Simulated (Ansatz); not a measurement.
C$_{3}$H$_{8}$AlF. Total charge 0; spin multiplicity 1. The bonds changed during the relaxation, so this is another structure than the one it started from. Geometry: relaxed with PBE0-D4/def2-TZVP. It is one conformer, not always the lowest.

```xyz
13

C     1.265    0.949    1.414
Al   -0.388   -0.072    1.241
C    -0.916   -0.751   -0.518
C    -0.188   -0.605   -1.807
F    -1.522    0.657   -0.163
H     1.669    1.270    0.450
H     1.116    1.844    2.026
H     2.038    0.355    1.912
H    -1.290   -0.483    2.479
H    -1.816   -1.359   -0.611
H    -0.836   -0.285   -2.629
H     0.205   -1.595   -2.062
H     0.661    0.076   -1.733
```

(1) What is the dipole moment at B3LYP/def2-TZVPP? (Best estimate.)

(2) And with PBE, r2SCAN, ωB97M-V? (Estimate.)

(3) Give the Mulliken charges with B3LYP, r2SCAN, ωB97M-V in def2-TZVPP. (An estimate is asked.)

Answers

(1) Ansatz gave: 2.03 D, with components (0.66, -1.05, -1.61) D in this frame, pointing from negative to positive charge.

(2) The calculation gave: PBE 1.97 D, r2SCAN 2.03 D, ωB97M-V 2.04 D.

(3) Ansatz gave: 
```json
{"atom": "C1", "B3LYP": "-0.45", "r2SCAN": "-0.40", "ωB97M-V": "-0.52"}
{"atom": "Al2", "B3LYP": "0.50", "r2SCAN": "0.54", "ωB97M-V": "0.49"}
{"atom": "C3", "B3LYP": "-0.08", "r2SCAN": "-0.07", "ωB97M-V": "-0.14"}
{"atom": "C4", "B3LYP": "-0.21", "r2SCAN": "-0.10", "ωB97M-V": "-0.26"}
{"atom": "F5", "B3LYP": "-0.23", "r2SCAN": "-0.21", "ωB97M-V": "-0.21"}
{"atom": "H6", "B3LYP": "0.08", "r2SCAN": "0.05", "ωB97M-V": "0.10"}
{"atom": "H7", "B3LYP": "0.09", "r2SCAN": "0.07", "ωB97M-V": "0.11"}
{"atom": "H8", "B3LYP": "0.08", "r2SCAN": "0.06", "ωB97M-V": "0.10"}
{"atom": "H9", "B3LYP": "-0.16", "r2SCAN": "-0.17", "ωB97M-V": "-0.13"}
{"atom": "H10", "B3LYP": "0.12", "r2SCAN": "0.07", "ωB97M-V": "0.14"}
{"atom": "H11", "B3LYP": "0.10", "r2SCAN": "0.06", "ωB97M-V": "0.12"}
{"atom": "H12", "B3LYP": "0.08", "r2SCAN": "0.05", "ωB97M-V": "0.10"}
{"atom": "H13", "B3LYP": "0.09", "r2SCAN": "0.05", "ωB97M-V": "0.10"}
```

B3LYP here is the variant with VWN-RPA as its local correlation; programs differ in this.
